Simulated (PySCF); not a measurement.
BrCdHSe, SMILES [SeH][Cd][Br].

The structure is a stationary point at r2SCAN-D4/def2-SVP. The structure was generated by enumeration; whether it is a known compound was not checked. The def2 effective core potentials stand for the cores of Cd; spin–orbit coupling is left out. One conformer was computed; it need not be the lowest.

Two levels are set side by side: TDA-PBE/def2-SVPD (PySCF) and TDA-M06-2X/def2-SVPD (PySCF). Vertical, same geometry. The lowest singlet is HOMO→LUMO 100 % with PBE and HOMO→LUMO 97 % with the other functional; states are paired by order. Differences are taken from unrounded values.

```csv
quantity,TDA-M06-2X,TDA-PBE,TDA-PBE minus TDA-M06-2X
lowest singlet excitation (eV),4.20,3.53,-0.67
lowest triplet excitation (TDA) (eV),3.90,3.19,-0.72
```

Functionals without exact exchange tend to place singlet excitations lower, as here. Differences between two approximate levels are no errors against the true value.

Rough cost on one machine, each run with all the roots and properties that it gave: TDA-M06-2X against TDA-PBE about 7 times.
